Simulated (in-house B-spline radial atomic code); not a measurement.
Configurations of Sb, with energies counted from [Kr] 4d10 5s2 5p3. Computed with a B-spline radial code for spherical atoms: scalar-relativistic (X2C) B97-1, spin-polarised, spherical fractional occupations, Fermi nucleus of rms radius 4.6802 fm. Caution: exact exchange at fractional occupations of open shells leaves self-interaction of up to several eV. Shells without spins written out take the highest spin.

Occupations are held fixed; configurations that lie above the ionisation limit could autoionise.

```json
{"configuration": "[Kr] 4d10 5s2 5p(1 up, 2 down)", "E - E(ref) (eV)": "2.108", "highest orbital": "5p up", "its <r> (bohr)": "3.024"}
{"configuration": "[Kr] 4d10 4f(1 up, 0 down) 5s2 5p(0 up, 2 down)", "E - E(ref) (eV)": "8.6304", "highest orbital": "4f up", "its <r> (bohr)": "18.46"}
{"configuration": "[Kr] 4d10 5s1 5p3 6s1", "E - E(ref) (eV)": "12.306", "highest orbital": "6s up", "its <r> (bohr)": "6.567"}
{"configuration": "[Kr] 4d10 5s(0 up, 1 down) 5p(0 up, 3 down) 6d(1 up, 0 down)", "E - E(ref) (eV)": "14.607", "highest orbital": "6d up", "its <r> (bohr)": "15.92"}
{"configuration": "[Ar] 3d9 4s2 4p6 4d10 5s2 5p4", "E - E(ref) (eV)": "535.47", "highest orbital": "5p down", "its <r> (bohr)": "2.824"}
{"configuration": "[Ar] 3d9 4s2 4p6 4d10 5s2 5p3 5f1", "E - E(ref) (eV)": "543.06", "highest orbital": "5f up", "its <r> (bohr)": "30.1"}
```

Task: Order these further configurations by energy, lowest first.
A. [Ar] 3d10 4s2 4p(2 up, 3 down) 4d10 5s2 5p(0 up, 3 down) 5f(1 up, 0 down)
B. [Ar] 3d9 4s2 4p6 4d10 5s2 5p3 6p1
C. [Ar] 3d10 4s2 4p5 4d10 4f1 5s2 5p3
D. [Ar] 3d10 4s2 4p5 4d10 5s2 5p3 6s1
E. [Ar] 3d(5 up, 4 down) 4s2 4p6 4d10 4f(0 up, 1 down) 5s2 5p(2 up, 1 down)

Result: D (109.67 eV), C (112.17 eV), A (112.41 eV), B (541.53 eV), E (545.44 eV).

Task: How far above the reference does [Kr] 4d10 5s2 5p2 6f1 lie?

Result: 8.9961 eV; its least bound orbital is 6f up with <r> = 46.26 bohr.

Task: How far above the reference does [Kr] 4d9 5s2 5p4 lie?

Result: 33.924 eV; its least bound orbital is 5p down with <r> = 2.858 bohr.
